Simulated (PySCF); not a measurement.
C8H7NO, SMILES COc1cccc(C#N)c1, singlet, GFN2-xTB optimised geometry.

```
17

C     -1.59    -2.50     0.00
O     -2.21    -1.24     0.00
C     -1.44    -0.13     0.00
C     -2.12     1.09     0.00
C     -1.43     2.29     0.00
C     -0.05     2.30     0.00
C      0.64     1.09     0.00
C      2.05     1.08     0.00
N      3.20     1.06     0.00
C     -0.05    -0.13     0.00
H     -0.97    -2.65     0.89
H     -2.40    -3.23    -0.01
H     -0.97    -2.64    -0.90
H     -3.20     1.07     0.00
H     -1.98     3.22     0.00
H      0.50     3.23     0.00
H      0.52    -1.04     0.00
```

Density from PySCF 2.14.0 with CAM-B3LYP/def2-SVP at that geometry.

Minimum of the electron density along straight lines between bonded atoms, close to the bond critical point (lines longer than 1.1 times the sum of covalent radii, or with two minima, are not listed):

```csv
bond,length / Å,ρ at the minimum / e bohr⁻³,∇²ρ there / e bohr⁻⁵,position (fraction from the first atom)
C1–O2,1.408,___,-0.34,0.34
O2–C3,1.357,0.290,-0.35,0.67
C3–C4,1.399,0.311,-0.82,0.52
C4–C5,1.380,0.316,-0.82,0.50
C5–C6,1.385,0.315,-0.82,0.50
C6–C7,1.392,0.309,-0.79,0.49
C7–C8,1.414,0.289,-0.78,0.46
C8–N9,1.146,___,___,0.34
C3–C10,1.388,0.314,-0.81,0.51
C7–C10,1.396,0.306,-0.77,0.51
C1–H11,1.095,0.281,-1.08,0.64
C1–H12,1.089,0.285,-1.13,0.65
C1–H13,1.095,0.281,-1.08,0.64
C4–H14,1.078,0.285,-1.11,0.64
C5–H15,1.079,0.285,-1.11,0.64
C6–H16,1.079,0.285,-1.11,0.64
C10–H17,1.079,0.285,-1.10,0.64
```

### Question
Complete the blanks.

### Answer

- C1–O2, ρ at the minimum / e bohr⁻³: 0.254
- C8–N9, ρ at the minimum / e bohr⁻³: 0.477
- C8–N9, ∇²ρ there / e bohr⁻⁵: 0.43
